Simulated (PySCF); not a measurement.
Some computed properties have been withheld. Give your best values.

Compound: C4H8SSi2.
SMILES: `[SiH3][SiH2]c1cccs1`

Conformer (atom-mapped SMILES and torsion angles): `[SiH3:1][SiH2:2][c:3]1[cH:4][cH:5][cH:6][s:7]1`: Si1–Si2–C3–C4 100°.

| property | level | value |
| --- | --- | --- |
| point group of the GFN2-xTB geometry | GFN2-xTB | C1 |
| rotational constants A, B, C of the GFN2-xTB geometry | GFN2-xTB | ? |
| dipole moment | wB97X-D/def2-SVPD | ? |
| HOMO energy | wB97X-D/def2-SVPD | ? |
| LUMO energy | wB97X-D/def2-SVPD | ? |
| lowest singlet excitation | TDDFT wB97X-D/def2-SVPD | ? |
| lowest triplet excitation (Tamm–Dancoff) | TDA wB97X-D/def2-SVPD | 3.76 eV |
| static isotropic polarisability | wB97X-D/def2-SVPD | ? |
| electronic spatial extent ⟨r²⟩ about the centre of nuclear charge | wB97X-D/def2-SVPD | ? |

The electronic properties come from PySCF, for the isolated species, density fitting.

**Question.** What are the rotational constants A, B, C of the GFN2-xTB geometry?

**Answer.** 3.075, 0.815, 0.764 GHz.

**Question.** What is the electronic spatial extent ⟨r²⟩ about the centre of nuclear charge?

**Answer.** 1593 bohr².

**Question.** What is the static isotropic polarisability?

**Answer.** 119.3 au.

**Question.** Give the dipole moment.

**Answer.** 0.89 D.

**Question.** Give the HOMO energy.

**Answer.** -8.68 eV.

**Question.** Give the LUMO energy.

**Answer.** 0.85 eV.

**Question.** What is the lowest singlet excitation?

**Answer.** 5.50 eV (226 nm, f = 0.223).

No computed singlet falls in the visible range (750 to 380 nm, 1.65 to 3.26 eV); S1 lies 2.24 eV above its blue end. The 8 singlets span 5.50 to 7.14 eV, and their oscillator strengths add up to 0.35. The principal polarisabilities are 96.8, 114.0 and 147.0 au; their mean is the isotropic value. A dipole of 0.89 D is allowed in C1, and pure rotational transitions are dipole-allowed. The vertical singlet–triplet gap S1 − T1 is 1.74 eV (TDDFT singlet less Tamm–Dancoff triplet; S1: HOMO→LUMO, weight 0.91; T1: HOMO→LUMO, weight 0.88). The rotational constants make it an asymmetric top with κ = (2B − A − C)/(A − C) = -0.96, nearer the prolate limit (−1).

For the TDDFT job (wB97X-D/def2-SVPD), rough CPU time on one thread of a shared machine: about 1.6 min.

One conformer stands for the species.
